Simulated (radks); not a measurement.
Numerical settings for the aluminium ion Al3+, [Ne]. Calculated with a radial shooting solver on a logarithmic mesh with Libxc functionals: non-relativistic Kohn-Sham, PBEsol, spin-polarised, spherical densities, point nucleus. The defaults (mesh step 0.008 in ln r, mesh end at 40 bohr or more with all orbitals vanishing there, Anderson mixing 0.5 over 9 steps, residual threshold near 1e-9 with the energy settled to 1e-9 hartree or 1e-11 of itself, here a cap of 91 iterations) give E = -239.7912 hartree and 2p at -103.97 eV in 14 iterations. Run on one thread of a shared host, so times are rough (Arm Neoverse V1): 0.08 s of CPU time, 0.08 s wall, 14 iterations on 2476 mesh points. Changes against that run (0 stands for a change within the tolerance of the run):

| setting | iterations | converged | E (mhartree) | e(2p) (meV) | CPU (s) |
|---|---|---|---|---|---|
| mesh step in ln r 0.08 | 4 | no | diverged | - | 0.01 |
| mesh step in ln r 0.02 | 14 | yes | 0 | 0 | 0.04 |
| mesh step in ln r 0.012 | 14 | yes | 0 | 0 | 0.05 |
| mesh end (bohr) 12 | 14 | yes | 0 | 0 | 0.07 |
| mesh end (bohr) 5 | 14 | yes | 0 | +0.00316 | 0.07 |
| residual threshold 1e-05 | 9 | yes | 0 | -0.0182 | 0.05 |
| residual threshold 1e-16 | 91 | no | 0 | 0 | 0.32 |
| mixing 0.2 | 16 | yes | 0 | 0 | 0.09 |
| linear mixing, mixing 1 | 46 | yes | 0 | 0 | 0.2 |
| linear mixing, mixing 0.05 | 91 | no | +0.00466 | -368 | 0.41 |
| mixing history 2 | 21 | yes | 0 | 0 | 0.1 |
| iteration cap 3 | 3 | no | +10.2 | -1.34e+03 | 0.02 |

No run marked as converged misses the energy by more than 1 mhartree. A mesh that ends early acts as a hard wall.
